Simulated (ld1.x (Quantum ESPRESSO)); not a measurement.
Zr (Z = 40), TM: configuration errors across variants

Zr (Z = 40), norm-conserving Troullier–Martins (Kleinman–Bylander form), made with ld1.x (Quantum ESPRESSO) 7.5 (LDA (PZ), scalar-relativistic). Core [Kr], reference 4d2 5s2 5p0. Waves: 5p (bound, empty): rc 3.05 bohr; 4d (bound): rc 1.85 bohr; 4f channel at 0.1 Ry: rc 2.80 bohr; 5s (bound): rc 3.25 bohr. Local part: the s channel. Core correction: Bessel-smoothed model core, default radius (core density twice the valence density).

All-electron excitation energies from the reference (eV): (1) 4d2 5s1 5p0 7.352; (2) 4d2 5s0 5p0 20.593; (3) 4d1 5s0 5p0 43.414; (4) 4d2 5s1 5p1 3.117; (5) 4d2 5s1.5 5p0 2.971; (6) 4d3 5s1 5p0 1.225; (7) 4d2 5s0 5p2 6.396; (8) 4d2 5s2 5p0 spin -0.483; (9) 4d2 5s1 5p0 spin 6.271.

Spin tests fill each open shell by Hund’s rule, majority spin first.

The default core radius of the base comes out at 1.99 bohr.

2 further variants failed, have other tests or another functional or relativity, and are left out.

A true bound ghost makes a file unfit for plane-wave use even where its test errors are small: the radial tests pick states by their node count and pass the ghost by.

Errors AE − PS in meV (a dash: test not solved or not reliable):

```csv
change,(1),(2),(3),(4),(5),(6),(7),(8),(9),bound ghosts
base,-5.5,-42,-304,-2.3,-1.4,-79,-8.9,+9.2,+20,none
"type ultrasoft; waves now 5s (bound): rcut 2.85, rcutus 3.25 bohr; 5s channel at 2.85 Ry: rcut 2.85, rcutus 3.25 bohr; 5p (bound): rcut 2.65, rcutus 3.05 bohr; 5p channel at 2.6 Ry: rcut 2.65, rcutus 3.05 bohr; 4d (bound): rcut 1.60, rcutus 1.85 bohr; 4d channel at 2.7 Ry: rcut 1.60, rcutus 1.85 bohr; 4f channel at 0.1 Ry: rcut 2.45, rcutus 2.80 bohr; 4f channel at 1.95 Ry: rcut 2.45, rcutus 2.80 bohr; local potential all-electron potential smoothed inside 2.50 bohr (lloc = -1); augmentation built from norm-conserving waves at rcut, not smoothed further",–,–,–,–,–,–,–,–,–,not determined
wave 4f channel at 0.1 Ry: rc 2.80 bohr becomes 4f channel at 0.1 Ry: rc 4.20 bohr,-5.5,-42,-304,-2.3,-1.4,-79,-8.9,+9.2,+20,none
wave 4f channel at 0.1 Ry: rc 2.80 bohr becomes 4f channel at 0.78 Ry: rc 2.80 bohr,-5.5,-42,-304,-2.3,-1.4,-79,-8.9,+9.2,+20,none
"all radii but the core radius scaled by about 0.92 (s 2.98, p 2.80, d 1.70, f 2.56 bohr)",-5.7,-42,-295,-2.1,-1.4,-82,-6.9,+8.6,+20,p
```

Task: Give the same row for: core correction Bessel-smoothed model core inside 0.74 bohr.

Result: -5.5, -42, -305, -2.3, -1.4, -79, -8.9, +2.3, +12; bound ghosts: none.
